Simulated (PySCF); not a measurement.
Job for PySCF: R-B3LYP/6-31G* on CH4BBr (SMILES CBBr), a point of a torsion scan.

```python
from pyscf import gto, scf, dft, mp
from pyscf.data.elements import chemcore

mol = gto.M(
    atom='''
    C    -0.72749124   -0.14752748    0.00661894
    B     0.74937059    0.19410952    0.40858829
    Br    1.15481780    0.88998078    2.08908319
    H    -1.02967723    0.43495369   -0.86569981
    H    -1.46097197    0.02800713    0.79152086
    H    -0.81352303   -1.18989546   -0.30428828
    H     1.63870352    0.02455057   -0.33766570
    ''',
    basis='6-31g*',
    cart=True,
    charge=0, spin=0, verbose=3, max_memory=1800)
mf = dft.RKS(mol, xc='b3lyp')
mf.conv_tol = 1e-8
mf.max_cycle = 100
mf.kernel()
if not mf.converged:
    mf = mf.newton().run(mf.mo_coeff, mf.mo_occ)
```

The log:

```
converged SCF energy = -2639.28149590864
```

The run converged.

Cost: very roughly 26 core-seconds.
